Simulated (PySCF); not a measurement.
Homolysis of single bonds, series Al CH3-H. All species are isolated molecules in the gas phase. Strings in code marks are SMILES.

Level of theory: PBE-D3(BJ)/def2-TZVP // PBE0-D4/def2-TZVP (PySCF 2.14.0). 

| species | dipole moment (D) |
|---|---|
| whole molecule (`[CH3][AlH][CH3]`) | 0.71 |
| radical fragment (`[CH3][AlH]`) | 0.72 |
| whole molecule (`[AlH2][CH3]`) | 0.79 |
| whole molecule (`[AlH3]`) | 0.00 |
